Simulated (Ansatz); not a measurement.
Method: B3LYP-D3(BJ)/def2-SVP in Ansatz (a first-principles code). No frequencies were computed at this level.

Ansatz 0.2 input:
```yaml
crystal:
  periodic: [false, false, false]
  atoms:
    - { symbol: S, position_ang: [-3.345028, 1.751672, 0.038433] }
    - { symbol: Ge, position_ang: [-3.09649, -0.439965, 0.126547] }
    - { symbol: Ge, position_ang: [-0.792388, -1.146891, 0.028257] }
    - { symbol: Ge, position_ang: [-0.306376, -3.493697, 0.188771] }
    - { symbol: Ge, position_ang: [1.954053, -4.213425, -0.252259] }
    - { symbol: S, position_ang: [2.275688, -6.375678, 0.054501] }
    - { symbol: H, position_ang: [-2.461598, 1.922109, -0.936076] }
    - { symbol: H, position_ang: [-3.805374, -0.843156, 1.40188] }
    - { symbol: H, position_ang: [-3.941511, -1.067015, -0.977229] }
    - { symbol: H, position_ang: [0.004196, -0.388299, 1.071827] }
    - { symbol: H, position_ang: [-0.189396, -0.59037, -1.252467] }
    - { symbol: H, position_ang: [-0.708278, -3.994002, 1.567218] }
    - { symbol: H, position_ang: [-1.255592, -4.281703, -0.692007] }
    - { symbol: H, position_ang: [2.980945, -3.451628, 0.578553] }
    - { symbol: H, position_ang: [2.392054, -3.97435, -1.680872] }
    - { symbol: H, position_ang: [1.705502, -6.401645, 1.252346] }
basis:
  gaussian: { orbitals: def2-svp }
hamiltonian:
  xc: b3lyp
  dispersion: d3bj
relax:
  max_steps: 150
```

Output:

```
[...]
these checks for a lower state are left out or cut short: starts, cluster_reference, orbital_swaps, neighbouring_geometries, increment
2245 factors; integrals over basis functions are off by at most 3.5e-4 eV
mean field -247879.53158711 eV, -9109.4047670452 hartree, gradient 6.3e-6 eV, S^2 0.000000; 0 other end points of the search recorded, 0 dependent functions left out
reference -247879.53197704 eV, -9109.4047813750 hartree; 85, 85 occupied and 129, 129 virtual orbitals, 2245 factors
relax step   7: F+E_penalty+E_count = -247880.45463024 eV  Δ(F+E_penalty+E_count) = -1.886e-4 eV  max|allowed force component| = 2.194e-2 eV/Å  Δτ_max = 0.0332 Å  (28 SCF iters, accepted)
these checks for a lower state are left out or cut short: starts, cluster_reference, orbital_swaps, neighbouring_geometries, increment
2245 factors; integrals over basis functions are off by at most 3.5e-4 eV
mean field -247879.53214823 eV, -9109.4047876659 hartree, gradient 9.0e-5 eV, S^2 0.000000; 0 other end points of the search recorded, 0 dependent functions left out
reference -247879.53253827 eV, -9109.4048019995 hartree; 85, 85 occupied and 129, 129 virtual orbitals, 2245 factors
relax step   8: F+E_penalty+E_count = -247880.45474760 eV  Δ(F+E_penalty+E_count) = -1.174e-4 eV  max|allowed force component| = 5.023e-2 eV/Å  Δτ_max = 0.0312 Å  (25 SCF iters, accepted)
these checks for a lower state are left out or cut short: starts, cluster_reference, orbital_swaps, neighbouring_geometries, increment
2245 factors; integrals over basis functions are off by at most 3.5e-4 eV
mean field evaluation 64: about -247879.5325 eV, gradient 1.3e-5 eV
mean field -247879.53252677 eV, -9109.4048015772 hartree, gradient 1.3e-5 eV, S^2 0.000000; 0 other end points of the search recorded, 0 dependent functions left out
reference -247879.53291688 eV, -9109.4048159134 hartree; 85, 85 occupied and 129, 129 virtual orbitals, 2245 factors
relax step   9: F+E_penalty+E_count = -247880.45489001 eV  Δ(F+E_penalty+E_count) = -1.424e-4 eV  max|allowed force component| = 4.695e-2 eV/Å  Δτ_max = 0.0086 Å  (23 SCF iters, accepted)
these checks for a lower state are left out or cut short: starts, cluster_reference, orbital_swaps, neighbouring_geometries, increment
2245 factors; integrals over basis functions are off by at most 3.5e-4 eV
mean field -247879.53293084 eV, -9109.4048164265 hartree, gradient 6.3e-6 eV, S^2 0.000000; 0 other end points of the search recorded, 0 dependent functions left out
reference -247879.53332121 eV, -9109.4048307720 hartree; 85, 85 occupied and 129, 129 virtual orbitals, 2245 factors
relax step  10: F+E_penalty+E_count = -247880.45499430 eV  Δ(F+E_penalty+E_count) = -1.043e-4 eV  max|allowed force component| = 2.970e-2 eV/Å  Δτ_max = 0.0148 Å  (29 SCF iters, accepted)
these checks for a lower state are left out or cut short: starts, cluster_reference, orbital_swaps, neighbouring_geometries, increment
2245 factors; integrals over basis functions are off by at most 3.4e-4 eV
mean field -247879.53307272 eV, -9109.4048216402 hartree, gradient 6.3e-6 eV, S^2 0.000000; 0 other end points of the search recorded, 0 dependent functions left out
reference -247879.53346311 eV, -9109.4048359870 hartree; 85, 85 occupied and 129, 129 virtual orbitals, 2245 factors
relax step  11: F+E_penalty+E_count = -247880.45514407 eV  Δ(F+E_penalty+E_count) = -1.498e-4 eV  max|allowed force component| = 1.804e-2 eV/Å  Δτ_max = 0.0151 Å  (29 SCF iters, accepted)
these checks for a lower state are left out or cut short: starts, cluster_reference, orbital_swaps, neighbouring_geometries, increment
2245 factors; integrals over basis functions are off by at most 3.4e-4 eV
mean field -247879.53296781 eV, -9109.4048177850 hartree, gradient 7.0e-6 eV, S^2 0.000000; 0 other end points of the search recorded, 0 dependent functions left out
reference -247879.53335821 eV, -9109.4048321319 hartree; 85, 85 occupied and 129, 129 virtual orbitals, 2245 factors
relax step  12: F+E_penalty+E_count = -247880.45526048 eV  Δ(F+E_penalty+E_count) = -1.164e-4 eV  max|allowed force component| = 1.666e-2 eV/Å  Δτ_max = 0.0164 Å  (24 SCF iters, accepted)
these checks for a lower state are left out or cut short: starts, cluster_reference, orbital_swaps, neighbouring_geometries, increment
2245 factors; integrals over basis functions are off by at most 3.4e-4 eV
mean field -247879.53272592 eV, -9109.4048088956 hartree, gradient 6.5e-6 eV, S^2 0.000000; 0 other end points of the search recorded, 0 dependent functions left out
reference -247879.53311637 eV, -9109.4048232444 hartree; 85, 85 occupied and 129, 129 virtual orbitals, 2245 factors
relax step  13: F+E_penalty+E_count = -247880.45537879 eV  Δ(F+E_penalty+E_count) = -1.183e-4 eV  max|allowed force component| = 2.379e-2 eV/Å  Δτ_max = 0.0265 Å  (28 SCF iters, accepted)
these checks for a lower state are left out or cut short: starts, cluster_reference, orbital_swaps, neighbouring_geometries, increment
2245 factors; integrals over basis functions are off by at most 3.4e-4 eV
mean field evaluation 96: about -247879.5326 eV, gradient 1.1e-3 eV
mean field -247879.53261063 eV, -9109.4048046589 hartree, gradient 6.4e-6 eV, S^2 0.000000; 0 other end points of the search recorded, 0 dependent functions left out
reference -247879.53300113 eV, -9109.4048190094 hartree; 85, 85 occupied and 129, 129 virtual orbitals, 2245 factors
relax step  14: F+E_penalty+E_count = -247880.45544741 eV  Δ(F+E_penalty+E_count) = -6.862e-5 eV  max|allowed force component| = 3.022e-2 eV/Å  Δτ_max = 0.0152 Å  (24 SCF iters, accepted)
these checks for a lower state are left out or cut short: starts, cluster_reference, orbital_swaps, neighbouring_geometries, increment
2245 factors; integrals over basis functions are off by at most 3.4e-4 eV
mean field -247879.53252348 eV, -9109.4048014561 hartree, gradient 6.5e-6 eV, S^2 0.000000; 0 other end points of the search recorded, 0 dependent functions left out
reference -247879.53291404 eV, -9109.4048158090 hartree; 85, 85 occupied and 129, 129 virtual orbitals, 2245 factors
relax step  15: F+E_penalty+E_count = -247880.45552395 eV  Δ(F+E_penalty+E_count) = -7.653e-5 eV  max|allowed force component| = 3.486e-2 eV/Å  Δτ_max = 0.0174 Å  (29 SCF iters, accepted)
these checks for a lower state are left out or cut short: starts, cluster_reference, orbital_swaps, neighbouring_geometries, increment
2245 factors; integrals over basis functions are off by at most 3.4e-4 eV
mean field -247879.53249019 eV, -9109.4048002328 hartree, gradient 1.8e-5 eV, S^2 0.000000; 0 other end points of the search recorded, 0 dependent functions left out
reference -247879.53288081 eV, -9109.4048145879 hartree; 85, 85 occupied and 129, 129 virtual orbitals, 2245 factors
relax step  16: F+E_penalty+E_count = -247880.45557189 eV  Δ(F+E_penalty+E_count) = -4.795e-5 eV  max|allowed force component| = 3.308e-2 eV/Å  Δτ_max = 0.0112 Å  (22 SCF iters, accepted)
these checks for a lower state are left out or cut short: starts, cluster_reference, orbital_swaps, neighbouring_geometries, increment
2245 factors; integrals over basis functions are off by at most 3.4e-4 eV
mean field -247879.53241512 eV, -9109.4047974738 hartree, gradient 4.9e-5 eV, S^2 0.000000; 0 other end points of the search recorded, 0 dependent functions left out
reference -247879.53280591 eV, -9109.4048118353 hartree; 85, 85 occupied and 129, 129 virtual orbitals, 2245 factors
relax step  17: F+E_penalty+E_count = -247880.45559838 eV  Δ(F+E_penalty+E_count) = -2.649e-5 eV  max|allowed force component| = 2.668e-2 eV/Å  Δτ_max = 0.0363 Å  (22 SCF iters, accepted)
these checks for a lower state are left out or cut short: starts, cluster_reference, orbital_swaps, neighbouring_geometries, increment
2245 factors; integrals over basis functions are off by at most 3.4e-4 eV
mean field -247879.53245573 eV, -9109.4047989663 hartree, gradient 4.4e-5 eV, S^2 0.000000; 0 other end points of the search recorded, 0 dependent functions left out
reference -247879.53284662 eV, -9109.4048133314 hartree; 85, 85 occupied and 129, 129 virtual orbitals, 2245 factors
relax step  18: F+E_penalty+E_count = -247880.45558317 eV  Δ(F+E_penalty+E_count) = +1.521e-5 eV  max|allowed force component| = 3.339e-2 eV/Å  Δτ_max = 0.0691 Å  (24 SCF iters, rejected (line search))
these checks for a lower state are left out or cut short: starts, cluster_reference, orbital_swaps, neighbouring_geometries, increment
2245 factors; integrals over basis functions are off by at most 3.4e-4 eV
mean field -247879.53304471 eV, -9109.4048206109 hartree, gradient 4.9e-5 eV, S^2 0.000000; 0 other end points of the search recorded, 0 dependent functions left out
reference -247879.53343582 eV, -9109.4048349838 hartree; 85, 85 occupied and 129, 129 virtual orbitals, 2245 factors
relax step  19: F+E_penalty+E_count = -247880.45556734 eV  Δ(F+E_penalty+E_count) = +3.104e-5 eV  max|allowed force component| = 2.479e-2 eV/Å  Δτ_max = 0.0338 Å  (23 SCF iters, rejected (line search))
these checks for a lower state are left out or cut short: starts, cluster_reference, orbital_swaps, neighbouring_geometries, increment
2245 factors; integrals over basis functions are off by at most 3.4e-4 eV
mean field evaluation 128: about -247879.5387 eV, gradient 2.0e-3 eV
mean field -247879.53267304 eV, -9109.4048069524 hartree, gradient 4.5e-5 eV, S^2 0.000000; 0 other end points of the search recorded, 0 dependent functions left out
reference -247879.53306399 eV, -9109.4048213193 hartree; 85, 85 occupied and 129, 129 virtual orbitals, 2245 factors
relax step  20: F+E_penalty+E_count = -247880.45545670 eV  Δ(F+E_penalty+E_count) = +1.417e-4 eV  max|allowed force component| = 3.366e-2 eV/Å  Δτ_max = 0.0166 Å  (24 SCF iters, rejected (line search))
these checks for a lower state are left out or cut short: starts, cluster_reference, orbital_swaps, neighbouring_geometries, increment
2245 factors; integrals over basis functions are off by at most 3.4e-4 eV
mean field -247879.53277465 eV, -9109.4048106865 hartree, gradient 1.8e-5 eV, S^2 0.000000; 0 other end points of the search recorded, 0 dependent functions left out
reference -247879.53316554 eV, -9109.4048250514 hartree; 85, 85 occupied and 129, 129 virtual orbitals, 2245 factors
relax step  21: F+E_penalty+E_count = -247880.45572780 eV  Δ(F+E_penalty+E_count) = -1.294e-4 eV  max|allowed force component| = 7.746e-3 eV/Å  Δτ_max = 0.0080 Å  (22 SCF iters, accepted)
these checks for a lower state are left out or cut short: starts, cluster_reference, orbital_swaps, neighbouring_geometries, increment
2245 factors; integrals over basis functions are off by at most 3.4e-4 eV
mean field -247879.53287885 eV, -9109.4048145157 hartree, gradient 4.7e-5 eV, S^2 0.000000; 0 other end points of the search recorded, 0 dependent functions left out
reference -247879.53326984 eV, -9109.4048288844 hartree; 85, 85 occupied and 129, 129 virtual orbitals, 2245 factors
relax step  22: F+E_penalty+E_count = -247880.45575256 eV  Δ(F+E_penalty+E_count) = -2.477e-5 eV  max|allowed force component| = 1.061e-2 eV/Å  Δτ_max = 0.0257 Å  (22 SCF iters, accepted)
these checks for a lower state are left out or cut short: starts, cluster_reference, orbital_swaps, neighbouring_geometries, increment
2245 factors; integrals over basis functions are off by at most 3.4e-4 eV
mean field -247879.53291449 eV, -9109.4048158256 hartree, gradient 2.8e-5 eV, S^2 0.000000; 0 other end points of the search recorded, 0 dependent functions left out
reference -247879.53330549 eV, -9109.4048301945 hartree; 85, 85 occupied and 129, 129 virtual orbitals, 2245 factors
relax step  23: F+E_penalty+E_count = -247880.45575640 eV  Δ(F+E_penalty+E_count) = -3.831e-6 eV  max|allowed force component| = 8.438e-3 eV/Å  Δτ_max = 0.0017 Å  (19 SCF iters, accepted)
2245 factors; integrals over basis functions are off by at most 3.4e-4 eV
mean field evaluation 160: about -247879.5329 eV, gradient 1.4e-4 eV
mean field -247879.53291449 eV, -9109.4048158256 hartree, gradient 2.8e-5 eV, S^2 0.000000; 1 other end points of the search recorded, 0 dependent functions left out
reference -247879.53330549 eV, -9109.4048301945 hartree; 85, 85 occupied and 129, 129 virtual orbitals, 2245 factors
Total energy: -247880.45614739 eV, -9109.4387440088 hartree
Atom 0 at    -3.270843     1.771174     0.034655 Å, force     0.003993     0.000531    -0.008243 eV/Å
Atom 1 at    -3.048517    -0.466284     0.244594 Å, force     0.000730     0.000037     0.000509 eV/Å
Atom 2 at    -0.705233    -1.100448    -0.018124 Å, force     0.000040     0.002695    -0.000769 eV/Å
Atom 3 at    -0.367081    -3.520628     0.087420 Å, force     0.000343    -0.003467     0.001272 eV/Å
Atom 4 at     1.974472    -4.158121    -0.182342 Å, force     0.001737    -0.000083    -0.000920 eV/Å
Atom 5 at     2.193265    -6.396366     0.025211 Å, force    -0.000149     0.002600    -0.000500 eV/Å
Atom 6 at    -2.710753     1.815190    -1.197042 Å, force    -0.003996     0.000087     0.008438 eV/Å
Atom 7 at    -3.562561    -0.764865     1.667164 Å, force     0.000403    -0.000197    -0.000466 eV/Å
Atom 8 at    -3.943682    -1.198125    -0.782272 Å, force    -0.000441    -0.000233    -0.000529 eV/Å
Atom 9 at     0.130196    -0.406718     1.080520 Å, force    -0.000571    -0.000511    -0.000922 eV/Å
Atom 10 at    -0.209001    -0.576132    -1.386134 Å, force    -0.000503    -0.000560     0.000920 eV/Å
Atom 11 at    -0.859170    -4.043843     1.457336 Å, force    -0.000209     0.000490    -0.000679 eV/Å
Atom 12 at    -1.206555    -4.214638    -1.007975 Å, force     0.000635     0.000668     0.000668 eV/Å
Atom 13 at     2.874083    -3.428576     0.842547 Å, force    -0.001280    -0.001340    -0.001433 eV/Å
Atom 14 at     2.484901    -3.859403    -1.606316 Å, force    -0.000757    -0.000287     0.002362 eV/Å
Atom 15 at     1.636886    -6.440260     1.258182 Å, force     0.000027    -0.000430     0.000290 eV/Å
Dipole moment:     0.000668     0.000479     0.000438 e Å
```

Cost: very roughly 14 core-minutes.
